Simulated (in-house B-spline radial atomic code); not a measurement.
A fraction x of an electron is removed from 4d in Mo5+, starting from [Kr] 4d1 and keeping the highest spin. Method: scalar-relativistic (X2C) HSE06, spin-polarised, spherical fractional occupations, Fermi nucleus of rms radius 4.4091 fm. Calculated with an all-electron radial atomic-structure program (B-spline basis).

Caution: exact exchange at fractional occupations of open shells leaves self-interaction of up to several eV.

```json
{"x": "0", "E(x) - E(0) (eV)": "0.0000", "4d up level (eV)": "-60.379"}
{"x": "0.1", "E(x) - E(0) (eV)": "6.1074", "4d up level (eV)": "-61.771"}
{"x": "0.2", "E(x) - E(0) (eV)": "12.3545", "4d up level (eV)": "-63.170"}
{"x": "0.3", "E(x) - E(0) (eV)": "18.7417", "4d up level (eV)": "-64.576"}
{"x": "0.39", "E(x) - E(0) (eV)": "24.6108", "4d up level (eV)": "-65.848"}
{"x": "0.5", "E(x) - E(0) (eV)": "31.9399", "4d up level (eV)": "-67.409"}
{"x": "0.51", "E(x) - E(0) (eV)": "32.6147", "4d up level (eV)": "-67.551"}
{"x": "0.74", "E(x) - E(0) (eV)": "48.5295", "4d up level (eV)": "-70.843"}
{"x": "0.81", "E(x) - E(0) (eV)": "53.5239", "4d up level (eV)": "-71.852"}
{"x": "0.92", "E(x) - E(0) (eV)": "61.5151", "4d up level (eV)": "-73.442"}
{"x": "1", "E(x) - E(0) (eV)": "67.4369", "4d up level (eV)": "-"}
```

The exact functional would give a straight line between the two integer points. Deviations E(x) - E(0) - x[E(1) - E(0)], in eV: -0.636 at x = 0.1, -1.133 at x = 0.2, -1.489 at x = 0.3, -1.69 at x = 0.39, -1.779 at x = 0.5, -1.778 at x = 0.51, -1.374 at x = 0.74, -1.1 at x = 0.81, -0.527 at x = 0.92.

The curve lies below the straight line by up to 1.779 eV (at x = 0.5): convex, the delocalisation error, to which spherically averaged exact exchange adds.

Problem. How well does Slater's transition state (minus the level at half occupation) give the ionisation energy?

Solution. It gives 67.409 eV against 67.437 eV from the two total energies; NIST lists 68.83 eV, ground level to ground level. The end point has an open shell averaged over its orbitals, so its exact exchange keeps a self-interaction and this is no true integer point.
